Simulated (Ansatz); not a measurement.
Computed with Ansatz on PBE0-D4/def2-TZVP structures; ΔE is electronic, products minus reactants. CCSD(T)/CBS is the MP2 limit (def2-TZVPP, def2-QZVPP) plus CCSD(T) − MP2 in def2-TZVPP, frozen cores. This one scheme is used for every species. DFT in def2-TZVPP. Each species was taken in one conformer, which may not be the lowest.

Consider the formal exchange of groups at the Si–N bond: `N[SiH](Cl)N[SiH3]` + `CCl` → `N[SiH](Cl)CCl` + `N[SiH3]`.

`N[SiH](Cl)N[SiH3]`:

Z-matrix (Å, degrees):
```
Si
Cl 1 2.073
N 1 1.706 2 103.8
N 1 1.698 2 116.0 3 -120.2
H 1 1.479 2 105.2 3 122.9
Si 3 1.735 1 129.9 2 15.4
H 3 1.010 1 114.8 2 -168.3
H 4 1.008 1 120.8 2 63.6
H 4 1.007 1 119.8 2 -83.2
H 6 1.484 3 111.7 1 50.6
H 6 1.487 3 106.2 1 169.7
H 6 1.485 3 112.5 1 -71.6
```

`CCl`:

Z-matrix (Å, degrees):
```
C
Cl 1 1.773
H 1 1.088 2 108.6
H 1 1.087 2 108.7 3 -120.0
H 1 1.088 2 108.7 3 120.0
```

`N[SiH](Cl)CCl`:

Cartesian coordinates in Å:
```
N 0.243 -1.129 -1.125
Si 0.672 -0.175 0.211
Cl 2.062 1.307 -0.167
C -0.875 0.679 0.839
Cl -1.708 1.499 -0.512
H -0.338 -0.728 -1.845
H 0.890 -1.801 -1.504
H 1.274 -1.039 1.251
H -0.648 1.433 1.591
H -1.573 -0.045 1.261
```

`N[SiH3]`:

```xyz
7

N     0.802   -0.423    0.563
Si   -0.527    0.307   -0.251
H     1.736   -0.089    0.389
H     0.803   -1.418    0.720
H    -0.401    1.780   -0.098
H    -0.636    0.020   -1.713
H    -1.776   -0.177    0.390
```

CCSD(T)/CBS gives +0.85 eV.

(1) Another level gave +0.79 eV. Which?
A. PBE/def2-TZVPP
B. PBE0/def2-TZVPP
C. MP2/def2-TZVPP
D. HF/def2-TZVPP

Largest T1 diagnostic among the species: 0.010.

Answers

(1) B. PBE0 0.79, MP2/def2-TZVPP 0.86, PBE 0.74, HF/def2-TZVPP 0.94 eV.

In def2-TZVPP, CCSD(T) changes the Hartree–Fock value by −0.09 eV (the triples alone add −0.01 eV) and MP2 by −0.08 eV. From PBE to PBE0 (25 % exact exchange), in def2-TZVPP and without D4, ΔE moves by +0.05 eV.
